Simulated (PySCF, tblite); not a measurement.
Isomers of C4H8O2Si. Computed values, GFN2-xTB/tblite, gas phase, harmonic and unscaled. The method is semi-empirical: single wavenumbers can be off by several per cent or more. Modes of hydrogen on silicon can be 10 to 20 % off. One conformer each.

Electronic energies: PBE0/pcSseg-1 single points on the GFN2-xTB geometries (PySCF, gas phase).

```csv
SMILES,"electronic energy, lowest = 0 (kcal/mol)"
C=C(C[SiH3])C(=O)O,0.0
C=CO[Si@H](C)C=O,4.1
CO[C@@H]1C=C[SiH2]O1,0.8
COC[SiH2]C=C=O,24.2
COC1=COC[SiH2]1,34.9
CO[SiH2]CC=C=O,5.5
O=C[C@@H]1C[C@@H]1O[SiH3],15.6
```

**Question.** How do GFN2-xTB zero-point energies change the relative energies?

**Answer.** 
| SMILES | ZPE (kcal/mol) | of it from modes above 1550 cm⁻¹ | electronic (kcal/mol) | with ZPE, lowest = 0 (kcal/mol) | lowest mode (cm⁻¹) | rings |
| --- | --- | --- | --- | --- | --- | --- |
| C=C(C[SiH3])C(=O)O | 66.8 | 37.1 | 0.0 | 0.0 | 41 | 0 |
| CO[C@@H]1C=C[SiH2]O1 | 69.4 | 34.4 | 0.8 | 3.4 | 73 | 1 |
| C=CO[Si@H](C)C=O | 67.9 | 38.3 | 4.1 | 5.3 | 12 | 0 |
| CO[SiH2]CC=C=O | 67.9 | 35.3 | 5.5 | 6.6 | 32 | 0 |
| O=C[C@@H]1C[C@@H]1O[SiH3] | 67.3 | 33.8 | 15.6 | 16.1 | 17 | 1 |
| COC[SiH2]C=C=O | 67.2 | 34.8 | 24.2 | 24.6 | 30 | 0 |
| COC1=COC[SiH2]1 | 69.0 | 34.3 | 34.9 | 37.1 | 88 | 1 |

The zero-point energies span 2.6 kcal/mol, from `C=C(C[SiH3])C(=O)O` to `CO[C@@H]1C=C[SiH2]O1`. The order is unchanged.

**Question.** And how do the electronic energies of GFN2-xTB itself compare?

**Answer.** `C=C(C[SiH3])C(=O)O` 21.9; `CO[C@@H]1C=C[SiH2]O1` 0.0; `C=CO[Si@H](C)C=O` 29.7; `CO[SiH2]CC=C=O` 10.2; `O=C[C@@H]1C[C@@H]1O[SiH3]` 3.7; `COC[SiH2]C=C=O` 41.9; `COC1=COC[SiH2]1` 34.6 kcal/mol, lowest = 0. Against the energies above, taken from the same isomer `C=C(C[SiH3])C(=O)O`, the largest difference is 33.8 kcal/mol.

**Question.** What do entropy and thermal enthalpy add at 298.15 K and 1 bar (rigid rotor, harmonic oscillator, one conformer each)?

**Answer.** 
| SMILES | point group | symmetry number | S (cal/(mol K)) | H − H(0) (kcal/mol) | ZPE + H − H(0) − TS (kcal/mol) |
| --- | --- | --- | --- | --- | --- |
| C=C(C[SiH3])C(=O)O | C1 | 1 | 93.8 | 6.24 | 45.1 |
| CO[C@@H]1C=C[SiH2]O1 | C1 | 1 | 86.9 | 5.57 | 49.1 |
| CO[SiH2]CC=C=O | C1 | 1 | 100.1 | 6.83 | 44.9 |
| COC[SiH2]C=C=O | C1 | 1 | 99.3 | 6.77 | 44.4 |
| COC1=COC[SiH2]1 | Cs | 1 | 87.5 | 5.72 | 48.7 |

Not tabulated: `C=CO[Si@H](C)C=O` (lowest mode only 12 cm⁻¹); `O=C[C@@H]1C[C@@H]1O[SiH3]` (lowest mode only 17 cm⁻¹).
